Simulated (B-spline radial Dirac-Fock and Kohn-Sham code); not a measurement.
**X-ray form factors of iron in several charge states**

These are calculated numbers from a radial atomic solver; the model is configuration-average Dirac-Fock orbitals.

Configurations: Fe¹⁴⁺ [Ne] 3s2; Fe¹⁵⁺ [Ne] 3s1; Fe¹⁷⁺ [He] 2s2 2p5; Fe¹⁸⁺ [He] 2s2 2p4; Fe²¹⁺ [He] 2s2 2p1. The first column is f₀ of Fe¹⁴⁺, the others are differences from it.

| s (Å⁻¹) | Fe¹⁴⁺ | Δ Fe¹⁵⁺ | Δ Fe¹⁷⁺ | Δ Fe¹⁸⁺ | Δ Fe²¹⁺ |
| --- | --- | --- | --- | --- | --- |
| 0 | 12.000 | -1.000 | -3.000 | -4.000 | -7.000 |
| 0.05 | 11.970 | -0.990 | -2.979 | -3.977 | -6.974 |
| 0.1 | 11.881 | -0.960 | -2.916 | -3.911 | -6.896 |
| 0.15 | 11.737 | -0.912 | -2.816 | -3.803 | -6.771 |
| 0.2 | 11.543 | -0.849 | -2.682 | -3.659 | -6.602 |
| 0.25 | 11.304 | -0.773 | -2.520 | -3.485 | -6.396 |
| 0.3 | 11.029 | -0.688 | -2.337 | -3.288 | -6.161 |
| 0.35 | 10.726 | -0.597 | -2.142 | -3.076 | -5.904 |
| 0.4 | 10.402 | -0.506 | -1.940 | -2.855 | -5.632 |
| 0.45 | 10.066 | -0.416 | -1.739 | -2.633 | -5.354 |
| 0.5 | 9.724 | -0.331 | -1.545 | -2.415 | -5.077 |
| 0.6 | 9.046 | -0.183 | -1.195 | -2.015 | -4.541 |
| 0.7 | 8.401 | -0.074 | -0.914 | -1.678 | -4.055 |
| 0.8 | 7.805 | -0.005 | -0.708 | -1.413 | -3.631 |
| 0.9 | 7.259 | +0.030 | -0.569 | -1.215 | -3.267 |
| 1 | 6.757 | +0.040 | -0.483 | -1.068 | -2.952 |
| 1.1 | 6.291 | +0.033 | -0.433 | -0.959 | -2.674 |
| 1.2 | 5.852 | +0.018 | -0.403 | -0.872 | -2.423 |
| 1.4 | 5.038 | -0.014 | -0.364 | -0.728 | -1.970 |
| 1.6 | 4.301 | -0.034 | -0.318 | -0.593 | -1.562 |
